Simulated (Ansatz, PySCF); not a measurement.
GeCl4, SMILES [Cl][Ge]([Cl])([Cl])[Cl]. Atoms are numbered in the order given.

```xyz
5

Cl    -1.2218    -1.2218    -1.2218
Ge     0.0000     0.0000     0.0000
Cl     1.2218    -1.2218     1.2218
Cl     1.2218     1.2218    -1.2218
Cl    -1.2218     1.2218     1.2218
```

Geometry: ωB97X-D3(BJ)/def2-SVP. The isomer is the one that the SMILES or the coordinates give; other isomers of the formula were not compared.

Vertical ionisation energy (IE) and electron affinity (EA) in eV. Rows of orbital energies are one-electron estimates. Where ΔSCF, EOM or ADC give a negative EA the extra electron is unbound and the value depends on the basis.

```tsv
level	IE	EA
−ε(HOMO), −ε(LUMO), CAM-B3LYP/def2-TZVP (PySCF)	(withheld)	(withheld)
−ε(HOMO), −ε(LUMO), PBE/def2-TZVP (PySCF)	8.20	3.21
ΔSCF, PBE/def2-SVPD (Ansatz), final states of multiplicity 2 and 2	11.00	0.95
```

Question: Complete the blanks. (Estimate from the structure and the level; the computed values follow.)

Answer: 
- −ε(HOMO), −ε(LUMO), CAM-B3LYP/def2-TZVP (PySCF), IE: 11.04
- −ε(HOMO), −ε(LUMO), CAM-B3LYP/def2-TZVP (PySCF), EA: 1.19

Question: What vertical singlet–triplet gap does ΔSCF give with PBE/def2-SVPD (Ansatz, a quantum-chemistry and plane-wave program)? (An estimate is asked for; the answer gives what the named calculation found.)

Answer: 4.88 eV (triplet above singlet where positive).
